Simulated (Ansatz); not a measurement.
`N[SiH2][GaH2]` + H₂S → `[SH][GaH2]` + `N[SiH3]` at 400 K and 1 bar (cleavage of the Ga–Si bond).

Program: Ansatz. Geometries: PBE0-D4/def2-TZVP. ΔE: electronic, gas phase. CBS: MP2 limit from def2 TZ/QZ plus the TZ coupled-cluster correction, frozen cores. This one scheme is used for every species. For Ga outer-core shells are correlated without core-valence functions, which leaves a few kJ/mol of doubt a bond. Scalar relativity is left out up to krypton. Each species was taken in one conformer, which may not be the lowest.

```csv
species,CCSD(T)/CBS energy (Eh),H − E (kJ/mol),S (J/(mol·K))
`N[SiH2][GaH2]`,-2271.33200,178.4,370.7
H₂S,-398.97279,53.4,215.9
`[SH][GaH2]`,-2323.53734,79.9,297.4
`N[SiH3]`,-346.80422,153.0,285.3
```

H − E and S are ideal-gas, rigid-rotor, harmonic terms from PBE0-D4/def2-TZVP, for one conformer and one mirror image of each species. 1 Eh = 2625.50 kJ/mol, R = 8.31446 J/(mol·K).

By hand: ΔE, ΔH, ΔS and ΔG.

ΔE = (-2323.53734) + (-346.80422) − (-2271.33200) − (-398.97279) = -0.03677 Eh = -96.5 kJ/mol. Δ(H − E) = 79.9 + 153.0 − 178.4 − 53.4 = 1.1, so ΔH = -95.4 kJ/mol. ΔS = 297.4 + 285.3 − 370.7 − 215.9 = -3.9 J/(mol·K). ΔG = -95.4 − 400 × (-3.9)/1000 = -93.8 kJ/mol.

By hand: the equilibrium constant, and the temperature at which ΔG would vanish if ΔH and ΔS stayed fixed.

log₁₀ K = −ΔG/(RT ln 10) = 12.2. ΔG = 0 at ΔH/ΔS = 24462 K, far beyond where these terms or the molecules hold.

The number of gas molecules stays the same, so ΔS is small and ΔH decides. A doubt of 5 kJ/mol in ΔE shifts log₁₀ K by 0.7 here. Other conformers and mirror images would add mixing entropy, several J/(mol·K) or more a flexible species. These are equilibria of isolated gas molecules and say nothing of rates. Largest T1 diagnostic: 0.013 (customary marks: 0.02 for closed shells, 0.045 for open ones).
